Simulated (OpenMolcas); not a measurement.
Os3+: moving or changing the point charges

Os3+ among 3 point charges of -3 e arranged as a planar triangle (D3h), 2.03 Å from the ion.

| Quantity | Value |
| --- | --- |
| Program | OpenMolcas 26.06 |
| Method | SS-CASPT2, IPEA 0.25 Eh, imaginary shift 0.1 Eh (closed shells correlated: 4f 5s 5p) |
| Basis | ANO-RCC-VDZP [7s6p4d2f1g] |
| Scalar Hamiltonian | DKH2, point nucleus |
| Active space | 5 electrons in 5 orbitals (5d) |
| State averaging | 2S+1 = 6 even, 1 root; 2S+1 = 4 even, 24 roots; 2S+1 = 2 even, 75 roots |
| Spin-orbit coupling | state interaction with AMFI integrals over the reference wave functions |

Runs around this geometry, states (labels of D3, the rotations of D3h). Energies in cm-1 above the lowest state or level, χT in cm3 K/mol.

```csv
R (Å),q (e),Ground state,First state of that spin,First gap with spin-orbit (degeneracies),χT at 300 K,First state of another spin
2.03,-2.4,6A1,,"1360 (2, 2)",1.901,4E 5290
1.88,-3,4E,4E 15230,"1980 (2, 2)",0.294,2E 4050
2.03,-3,4E,4E 9670,"2570 (2, 2)",0.336,6A1 3880
2.15,-3,6A1,,"2060 (2, 2)",1.025,4E 2590
```

The ground state changes within this set.

Roots that are degenerate in the reference are averaged as groups; the widest CASPT2 spread within a group is 88 cm-1 (the 2-fold group of multiplicity 2 near 46300 cm-1 above the lowest state of its run, R = 2.03, q = -3). Shifts and gaps below about the spread of the groups concerned are not significant. Free-ion shares, where given, are those of the reference states; single-state CASPT2 does not remix them. Spin-orbit coupling mixes the spin-free states strongly: the lowest level takes only 47 % from its leading state, 6A1 (figures for R = 2.03, q = -2.4; the like holds for R = 2.15, q = -3). This shell can be high or low spin here, a state of another spin lies low, and with metal d orbitals alone active their balance is uncertain, so the ground spin may be wrong (holds for R = 2.03, q = -2.4; R = 2.15, q = -3). Point charges give a weaker field than real ligands, and real ions of this kind are as a rule low spin; the high spin found here belongs to the model (holds for R = 2.03, q = -2.4; R = 2.15, q = -3). An orbital doublet at a regular site is open to a Jahn-Teller distortion, which this geometry leaves out (holds for R = 1.88, q = -3; R = 2.03, q = -3). This shell can be high or low spin here, a state of another spin lies low, and with metal d orbitals alone active their balance is uncertain, so the ground spin may be wrong, although the usual error favours high spin (holds for R = 1.88, q = -3; R = 2.03, q = -3). This is an electrostatic model: the charges have no orbitals. No measured value stands beside these numbers.
